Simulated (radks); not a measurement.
Results of a calculation; reference values are marked as such.
All-electron atom: Zn in [Ne] 3s2 3p5.5 3d10 4s2 4f0.5 (fractional occupations, a model configuration). Code: a radial shooting solver on a logarithmic mesh with Libxc functionals. Model: scalar-relativistic Kohn-Sham, LDA (Slater exchange, Perdew-Wang correlation), spin-polarised, spherical densities, point nucleus; open shells are filled with parallel spins first.

Local quantities along the radius. ELF = 1/(1 + alpha^2) is the electron localisation function; alpha = (tau - tau_W)/tau_unif compares the Pauli kinetic energy density with that of the uniform gas (summed over spins). tau is taken from the large components.

r (bohr),ELF,alpha
0.002787,1.000,0.01796
0.003932,1.000,0.01920
0.005546,1.000,0.02156
0.007761,0.999,0.02565
0.01095,0.999,0.03327
0.01544,0.998,0.04832
0.02178,0.993,0.08184
0.03048,0.973,0.1661
0.04299,0.847,0.4244
0.06065,0.443,1.121
0.08555,0.296,1.541
0.1207,0.599,0.8189
0.1689,0.803,0.4954
0.2382,0.627,0.7707
0.336,0.217,1.899
0.4739,0.545,0.9146
0.6632,0.757,0.5658
0.9355,0.614,0.7933
1.32,0.277,1.614
1.861,0.235,1.806
2.605,0.511,0.9784
3.674,0.751,0.5764
5.183,0.718,0.6267
7.311,0.000,117.6
10.23,0.000,198.3
14.43,0.001,40.81
20.36,0.007,12.35
28.71,0.014,8.377
40.18,0.002,23.89

On this mesh the ELF has minima near r = 0.086, 0.34, 1.6 bohr, which separate the shells, and maxima near 0.17 (0.80), 0.66 (0.76), 4.4 (0.78).

Self-consistent cycle (total energy in hartree, residual of the potential): 1: -1790.524907, 2e+00; 2: -1791.404332, 1e+00; 3: -1791.705154, 5e-01; 4: -1791.717639, 2e-01; 5: -1791.713593, 2e-01; 6: -1791.724640, 1e-02; 7: -1791.724688, 9e-03; 8: -1791.724713, 5e-04; 9: -1791.724731, 2e-03; 10: -1791.724732, 5e-04; 11: -1791.724733, 3e-04; 12: -1791.724733, 7e-05; 13: -1791.724733, 8e-06; 14: -1791.724733, 4e-07; 15: -1791.724733, 2e-08; 16: -1791.724733, 6e-09.
